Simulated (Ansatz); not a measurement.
Gas-phase electronic energies from Ansatz, PBE0-D4/def2-TZVP geometries. CBS: MP2 limit from def2 TZ/QZ plus the TZ coupled-cluster correction, frozen cores. This one scheme is used for every species, atoms too. Functionals use def2-TZVPP. HSE06 is defined as in plane-wave codes. Open shells (•) are unrestricted, without spin–orbit coupling. Spin–orbit coupling would lower the free atoms: a little for Si. def2 core potentials past Kr. For Sb outer-core shells are correlated without core-valence functions, so the limit isn't a true one: a few kJ/mol of doubt a bond, and 10 to 20 or more in all where bonds break to atoms.

`[SiH3][SbH][SiH3]` → 7 H• + Sb• + 2 Si•  (atomization)

| level | ΔE (kcal/mol) | difference from CCSD(T)/CBS |
| --- | --- | --- |
| HSE06-D4 | 626.0 | -13.3 |
| BHLYP-D4 | 632.9 | -6.4 |
| CAM-B3LYP-D4 | 638.1 | -1.2 |
| B2PLYP | 624.9 | -14.4 |
| PBE | 621.7 | -17.6 |
| r2SCAN0 | 628.0 | -11.3 |
| CCSD/def2-SVP | 579.7 | -59.6 |
| HF/def2-TZVPP | 466.7 | -172.6 |
| HF/def2-QZVPP | 468.0 | -171.3 |
| MP2/def2-QZVPP | 617.1 | -22.2 |
| CCSD(T)/CBS | 639.3 | 0 |

Largest T1 diagnostic among the species: 0.013.

In def2-TZVPP, CCSD(T) changes the Hartree–Fock value by +153.1 kcal/mol (the triples alone add +6.5 kcal/mol) and MP2 by +138.7 kcal/mol; breaking electron pairs costs correlation energy, which Hartree–Fock lacks. From r2SCAN to r2SCAN0 (25 % exact exchange), in def2-TZVPP and without D4, ΔE moves by −4.2 kcal/mol: exact exchange takes away binding that semilocal exchange gives to molecules. Leaving LDA and LC-ωPBE aside and taking each functional with its dispersion term where it has one, the values, not all of them listed here, spread over 25.9 kcal/mol, from revPBE-D4 to ωB97X-V. LDA lies +82.6 kcal/mol from PBE without D4, its usual overbinding.

For atomizations the MP2-based limit and the directly extrapolated one differ by several kJ/mol either way, and by 10 to 25 for some Ge, Se and Sn compounds, so smaller differences from it don't rank the levels.
